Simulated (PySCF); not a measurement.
Input file for PySCF: R-B3LYP/3-21G on AsH3 (SMILES [AsH3]).

```python
from pyscf import gto, scf, dft, mp
from pyscf.data.elements import chemcore

mol = gto.M(
    atom='''
    As    0.11189571    0.43854634    4.17743292
    H    -0.62621985    1.02907280    5.37513152
    H    -0.72314903   -0.83614245    4.22043936
    H    -0.85033237    1.09680387    3.19389335
    ''',
    basis='3-21g',
    charge=0, spin=0, verbose=3, max_memory=1800)
mf = dft.RKS(mol, xc='b3lyp')
mf.conv_tol = 1e-8
mf.max_cycle = 100
mf.kernel()
if not mf.converged:
    mf = mf.newton().run(mf.mo_coeff, mf.mo_occ)
```

Task: What total energy does the run end on?

Result: -2226.9171 hartree.
